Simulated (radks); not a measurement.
Question: These are the eigenvalues of the occupied orbitals of an atom or ion with whole-number occupations (eV). Calculated with a radial shooting solver on a logarithmic mesh with Libxc functionals: non-relativistic Kohn-Sham, PBEsol, spin-polarised, spherical densities, point nucleus.

orbital  eigenvalue
1s up     -2132.419
1s down   -2132.173
2s up     -228.7704
2s down   -228.3954
2p up     -180.6670
2p down   -180.2928
3s up      -59.3346

Which element is it, and in what charge state? The configuration may be excited. Open shells, if any, are filled with parallel spins first.

Answer: Z = 15, phosphorus, charge +4: P4+ in [Ne] 3s1. The list shows which subshells hold electrons but not how many an open one holds; the 1s level, -78.365 hartree, gives Z - s = 12.5 by -(Z - s)^2/2, which with screening narrows Z to a few neighbours, and the depths of the outer levels then fix element, charge and occupations together.
